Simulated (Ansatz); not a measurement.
`[OH][AlH][SiH2]O` + H₂Se → `[OH][AlH][SiH2][SeH]` + H₂O  (ligand exchange at the Si–O bond)

Calculated with Ansatz (gas phase, PBE0-D4/def2-TZVP geometries, no zero-point term in ΔE). CBS: MP2 limit from def2 TZ/QZ plus the TZ coupled-cluster correction, frozen cores. This one scheme is used for every species. Functionals use def2-TZVPP. For Se outer-core shells are correlated without core-valence functions, which leaves a few kJ/mol of doubt a bond. Scalar relativity is left out up to krypton. Each species was taken in one conformer, which may not be the lowest.

```json
{"species": "`[OH][AlH][SiH2]O`", "revPBE-D4 energy (Eh)": "-685.39750"}
{"species": "H₂Se", "revPBE-D4 energy (Eh)": "-2402.55514"}
{"species": "`[OH][AlH][SiH2][SeH]`", "revPBE-D4 energy (Eh)": "-3011.51379"}
{"species": "H₂O", "revPBE-D4 energy (Eh)": "-76.44108"}
```

(1) Work out ΔE.

Largest T1 diagnostic among the species: 0.013.

## Answers

(1) ΔE = (-3011.51379) + (-76.44108) − (-685.39750) − (-2402.55514) = -0.00223 Eh = -0.06 eV. CCSD(T)/CBS gives -0.01 eV.

Leaving LDA and LC-ωPBE aside and taking each functional with its dispersion term where it has one, the values, not all of them listed here, spread over 0.21 eV, from HSE06-D4 to CAM-B3LYP-D4. The D4 term adds −0.08 eV with B3LYP and −0.04 eV with PBE0; it sums over pairs of atoms, weighted by their polarisabilities, and B3LYP, whose exchange is more repulsive, gets the larger term.

B3LYP here is the variant with VWN-RPA as its local correlation; programs differ in this.
